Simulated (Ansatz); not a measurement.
Geometry optimisation, RKS PBE0-D4/6-31G* (Ansatz 0.2.0).

Input:

```yaml
crystal:
  periodic: [false, false, false]
  atoms:
    - { symbol: Al, position_ang: [0.029741, -0.550012, -0.515826] }
    - { symbol: F, position_ang: [0.394422, -0.085133, 2.301789] }
    - { symbol: Cl, position_ang: [1.734812, 0.286945, -1.397207] }
    - { symbol: Cl, position_ang: [-1.812586, 0.397348, -0.859012] }
    - { symbol: Si, position_ang: [0.093897, -2.603457, 0.621558] }
    - { symbol: H, position_ang: [-0.393895, -3.785613, -0.146316] }
    - { symbol: H, position_ang: [1.464631, -2.88353, 1.139915] }
    - { symbol: H, position_ang: [-0.801902, -2.502452, 1.826364] }
    - { symbol: H, position_ang: [-0.157319, -0.790797, 2.558935] }
basis:
  gaussian: { orbitals: "6-31G*" }
hamiltonian:
  xc: pbe0
  dispersion: d4
relax:
  f_tol: 0.03
  max_steps: 50
```

Command:

```bash
$ ansatz run input.yaml --threads 2 --pin off --max-ram 3072MiB --backend cpu --events-out ev --progress --plain --runs-dir out
```

**Question.** Where does it end, and by what steps?

**Answer.** The forces met the threshold. After 17 steps the energy has fallen by 0.566 eV; H9 moved furthest, 1.84 Å. Joined: Al1–F2 (2.88 → 2.02 Å).

```csv
step,energy less start (eV),largest force component (eV/Å),accepted
0,0.0000,0.855,yes
1,-0.0779,1.178,yes
2,-0.2438,0.490,yes
3,-0.3589,0.243,yes
4,-0.3833,0.282,yes
5,-0.3845,0.543,yes
6,-0.4004,0.737,yes
7,-0.4126,0.317,yes
8,-0.4260,0.767,yes
9,-0.4537,0.230,yes
10,-0.4658,0.108,yes
11,-0.4796,0.230,yes
12,-0.4985,1.157,yes
13,-0.5149,1.254,yes
14,-0.5491,0.268,yes
15,-0.5528,0.377,yes
16,-0.5646,0.182,yes
17,-0.5659,0.022,yes
```

```xyz
9
Properties=species:S:1:pos:R:3
Al 0.166 -0.653 0.110
F 0.329 0.346 1.853
Cl 1.701 0.251 -1.020
Cl -1.747 0.355 -0.065
Si 0.157 -3.023 0.636
H -0.358 -3.808 -0.523
H 1.525 -3.518 0.964
H -0.727 -3.302 1.806
H -0.493 0.837 1.768
```

Time of the run: 70 s on 2 threads of Arm Neoverse V2, with other jobs on the host, peak memory 0.23 GiB.
